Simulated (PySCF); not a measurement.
Cartesian coordinates in Å; atom numbers follow the order of the lines, from 1:
```xyz
17

O     2.170   -0.675   -0.876
C     1.775    0.353   -0.398
O     2.506    1.111    0.415
C     0.393    0.997   -0.653
O    -0.238    1.326    0.551
C    -0.675    0.175    1.256
C    -1.617   -0.653    0.383
C    -0.884   -0.962   -0.922
O    -0.396    0.238   -1.512
H     3.383    0.716    0.560
H     0.575    1.950   -1.168
H    -1.174    0.555    2.149
H     0.191   -0.434    1.559
H    -2.510   -0.065    0.167
H    -1.902   -1.573    0.891
H    -0.053   -1.655   -0.741
H    -1.551   -1.393   -1.670
```

Geometry: GFN2-xTB; GIAO shifts from PySCF, gas phase, non-relativistic, averaged over equivalent atoms.

At HF/3-21G (97 basis functions, 4.1 s wall time on 1 thread of an Arm Neoverse V1, shared host):
```
  atoms  δ (ppm)
     O1    427.4
     O3    142.1
  O5/O9      8.2
     C2    166.1
     C4     79.7
  C6/C8     51.4
     C7     22.4
    H11     6.05
    H10     5.71
H12/H17     4.55
H13/H16     3.92
    H14     2.51
    H15     0.79
```

Referencing at the same level of theory: H2O for $^{17}$O (340.75 ppm); $^{13}$C (215.05 ppm), $^{1}$H (33.88 ppm) vs TMS.

Question: What do these become at PBE0/3-21G?

Answer: 
```csv
atoms,δ at PBE0/3-21G,change
O1,395.6,-31.8
O3,164.8,+22.7
O5/O9,33.7,+25.5
C2,152.7,-13.4
C4,86.4,+6.7
C6/C8,56.3,+4.9
C7,24.8,+2.4
H11,6.10,+0.05
H10,5.52,-0.19
H12/H17,4.45,-0.10
H13/H16,4.26,+0.34
H14,2.51,+0.00
H15,0.91,+0.12
```

δ = σ(ref) − σ, references computed at the same level: H2O for $^{17}$O (σ = 332.09 ppm); TMS for $^{13}$C (σ = 209.51 ppm) and $^{1}$H (σ = 33.27 ppm).

The largest change is at O1 (carbonyl oxygen). Cost: 97 basis functions, 14 s wall time on 1 thread of an Arm Neoverse V1, shared host. The order of the carbon signals is the same at both levels.

The C=O carbon of an acid or of an amide with N–H lies up to 10 ppm further downfield in solution, through hydrogen bonding that the calculation lacks. Unscaled 17O shifts of doubly bonded oxygen tend to come out too high, by tens of ppm or more. Experimental scales use liquid or dissolved standards, which lie at an offset from isolated H2O (liquid H2O: subtract about 36 ppm).
